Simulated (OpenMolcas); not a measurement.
A calculation on B II.

- Program: OpenMolcas
- Method: MS-CASPT2, IPEA 0.25 Eh, imaginary shift 0.1 Eh (closed shells correlated: 1s)
- Basis: ANO-RCC-VQZP [5s4p3d2f1g]
- Scalar Hamiltonian: DKH2, point nucleus
- Active space: 2 electrons in 8 orbitals (2s 2p 3s 3p)
- State averaging: 2S+1 = 3 even, 3 roots; 2S+1 = 1 even, 7 roots; 2S+1 = 3 odd, 3 roots; 2S+1 = 1 odd, 3 roots
- Spin-orbit coupling: RASSI with atomic mean-field integrals over the reference wave functions, term energies averaged over their components

Which level of the active space comes out lowest?

2s2 1S0(1), with 100 % of that term; it is also the measured ground level.

How high does 2s 2p 3P* 1 lie?

37376 cm-1 above the lowest level; measured 37342 cm-1 above the ground level, so the calculation is off by 0 %.

How high does 2s 2p 3P* 0 lie?

37369 cm-1 above the lowest level; measured 37336 cm-1 above the ground level, so the calculation is off by 0 %.

How high does 2p2 3P1 lie?

99150 cm-1 above the lowest level; measured 98920 cm-1 above the ground level, so the calculation is off by 0 %.

Measured values: NIST Handbook of Basic Atomic Spectroscopic Data.

Active for correlation alone: 3p 3s; no level in the range computed is led by a configuration that fills them, so any true level of that kind is missing. Measured partners are found by configuration, term and J. A level has none where our copy of the source lacks it or the pairing is in doubt (some pairs that miss far off the trend of their configuration count as doubtful), and it then counts in no deviation. Only configurations of the active space appear.

A number in round brackets counts repeated terms of one configuration in the order of the reference energies. * marks odd parity.
